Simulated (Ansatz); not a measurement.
Reactions of `FC([SiH3])(Cl)Br`.

Program: Ansatz. Geometries: PBE0-D4/def2-TZVP. ΔE: electronic, gas phase. CBS: MP2 limit from def2 TZ/QZ plus the TZ coupled-cluster correction, frozen cores. This one scheme is used for every species. Double bonds are as drawn, so ΔE can hold a change between cis and trans. For Br outer-core shells are correlated without core-valence functions, which leaves a few kJ/mol of doubt a bond. Scalar relativity is left out up to krypton. One conformer a species, not always the lowest.

**Question.** Order these by ΔE at CCSD(T)/CBS, lowest first. (Estimate.)
A. `FC([SiH3])(Cl)Br` + HCl → `FC(Cl)(Cl)Br` + SiH₄
B. `FC([SiH3])(Cl)Br` + `Br/C=C\Br` → `[SiH3]/C=C/Br` + `FC(Cl)(Br)Br`
C. `FC([SiH3])(Cl)Br` + `C[SiH](N)O` → `C[SiH](N)O[SiH3]` + `FC(Cl)Br`
D. `FC([SiH3])(Cl)Br` + H₂O → `OC(F)(Cl)Br` + SiH₄
E. `FC([SiH3])(Cl)Br` + H₂ → `FC([SiH3])Cl` + HBr
F. `FC([SiH3])(Cl)Br` + CH₄ → `CC(F)([SiH3])Br` + HCl

**Answer.** C (-118.2 kJ/mol), E (-76.5 kJ/mol), F (-39.2 kJ/mol), B (+8.7 kJ/mol), D (+40.4 kJ/mol), A (+72.9 kJ/mol).

Largest T1 diagnostic: 0.011, for `FC([SiH3])Cl`.
